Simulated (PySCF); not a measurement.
## PySCF run on CdP

Input:

```python
from pyscf import gto, scf, tdscf

mol = gto.M(
    atom='Cd 0 0 0; P 0 0 2.342',
    basis='def2-svp',
    ecp={'Cd': 'def2-svp'},
    charge=0,
    spin=3,
    verbose=4,
)
mf = scf.UHF(mol)
mf.kernel()
td = tdscf.TDHF(mf)
td.nstates = 3
td.kernel()
td.analyze(verbose=3)
mf.dip_moment()
print('orbital energies (hartree):', [e[max(0, n-3):n+3].round(4) for e, n in zip(mf.mo_energy, mol.nelec)])
```

```bash
$ OMP_NUM_THREADS=1 python input.py
```

Output (some set-up lines and the per-cycle HOMO/LUMO lines with their warnings removed):

```
PySCF version 2.14.0

[INPUT] Symbol           X                Y                Z      unit          X                Y                Z       unit  Magmom
[INPUT]  1 Cd     0.000000000000   0.000000000000   0.000000000000 AA    0.000000000000   0.000000000000   0.000000000000 Bohr   0.0
[INPUT]  2 P      0.000000000000   0.000000000000   2.342000000000 AA    0.000000000000   0.000000000000   4.425738583731 Bohr   0.0

nuclear repulsion = 67.7852960187874
number of shells = 19
number of NR pGTOs = 93
number of NR cGTOs = 49
basis = def2-svp
ecp = {'Cd': 'def2-svp'}

******** <class 'pyscf.scf.uhf.UHF'> ********
method = UHF
initial guess = minao
damping factor = 0
level_shift factor = 0
DIIS = <class 'pyscf.scf.diis.CDIIS'>
SCF conv_tol = 1e-09
SCF max_cycles = 50
number electrons alpha = 19  beta = 16
init E= -492.744361668774

cycle= 1 E= -506.680952939562  delta_E= -13.9  |g|= 1.14  |ddm|= 2.47
cycle= 2 E= -507.009041691276  delta_E= -0.328  |g|= 0.971  |ddm|= 2.81
cycle= 3 E= -507.408706535846  delta_E= -0.4  |g|= 0.0751  |ddm|= 0.956
cycle= 4 E= -507.417766178595  delta_E= -0.00906  |g|= 0.0274  |ddm|= 0.212
cycle= 5 E= -507.419589452931  delta_E= -0.00182  |g|= 0.0116  |ddm|= 0.108
cycle= 6 E= -507.420002121371  delta_E= -0.000413  |g|= 0.00542  |ddm|= 0.0601
cycle= 7 E= -507.420109897958  delta_E= -0.000108  |g|= 0.00282  |ddm|= 0.0312
cycle= 8 E= -507.420149555292  delta_E= -3.97e-05  |g|= 0.00161  |ddm|= 0.0193
cycle= 9 E= -507.420164670608  delta_E= -1.51e-05  |g|= 0.000507  |ddm|= 0.0157
cycle= 10 E= -507.420165942048  delta_E= -1.27e-06  |g|= 0.000127  |ddm|= 0.00468
cycle= 11 E= -507.420165985396  delta_E= -4.33e-08  |g|= 3.59e-05  |ddm|= 0.000584
cycle= 12 E= -507.4201659887  delta_E= -3.3e-09  |g|= 1.29e-05  |ddm|= 0.000184
cycle= 13 E= -507.420165989037  delta_E= -3.36e-10  |g|= 4.36e-06  |ddm|= 4.75e-05
Extra cycle  E= -507.420165989074  delta_E= -3.74e-11  |g|= 2.38e-06  |ddm|= 1.38e-05
converged SCF energy = -507.420165989074  <S^2> = 3.7766035  2S+1 = 4.0132797

******** <class 'pyscf.tdscf.uhf.TDHF'> for <class 'pyscf.scf.uhf.UHF'> ********
nstates = 3
deg_eia_thresh = 1.000e-03
wfnsym = None
conv_tol = 1e-05
eigh lindep = 1e-12
eigh level_shift = 0
eigh max_cycle = 100

Excitation energies (eV)
[1.99882577 1.99882577 3.16404796]

** Excitation energies and oscillator strengths **
Excited State   1:      1.99883 eV    620.29 nm  f=0.0035
Excited State   2:      1.99883 eV    620.29 nm  f=0.0035
Excited State   3:      3.16405 eV    391.85 nm  f=0.0886
Dipole moment(X, Y, Z, Debye):  0.00000, -0.00000, -1.21711
orbital energies (hartree): [array([-0.3723, -0.3723, -0.2618,  0.0496,  0.0496,  0.1203]), array([-0.7555, -0.596 , -0.3222,  0.0233,  0.0233,  0.0263])]
```

In short: E(SCF) = -507.420166 Eh, 13 cycles, ⟨S²⟩ = 3.777, μz(SCF) = -1.22 D, first excitations without spin–orbit coupling 2.00, 2.00, 3.16 eV.

It ran on Arm Neoverse V1 (1 thread, shared host) in 6.8 s, peak memory 0.19 GiB.

The bond length is a typed value, not an optimised one. No search for the lowest solution was made.
